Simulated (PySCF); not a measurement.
C3H4ClNSi, SMILES Cl[Si@H]1C=CC=N1. Geometry: PBE-D3(BJ)/def2-SVP. The structure was generated by enumeration; whether it is a known compound was not checked.

**Question.** Give the equilibrium geometry at PBE-D3(BJ)/def2-SVP (PySCF confirms it by a frequency run) as Cartesian coordinates in Å. (The exact figures need the calculation; the answer reports its results.)

**Answer.** 
```xyz
10

Cl     2.0008     0.0720    -0.7056
Si     0.3738    -0.1748     0.5565
C     -0.7936     1.3059     0.5829
C     -1.9676     0.7968     0.1289
C     -1.9106    -0.6642    -0.2357
N     -0.8120    -1.3347    -0.1204
H      0.8750    -0.6286     1.8921
H     -0.6632     2.3534     0.8887
H     -2.9066     1.3666     0.0171
H     -2.8373    -1.1569    -0.6079
```
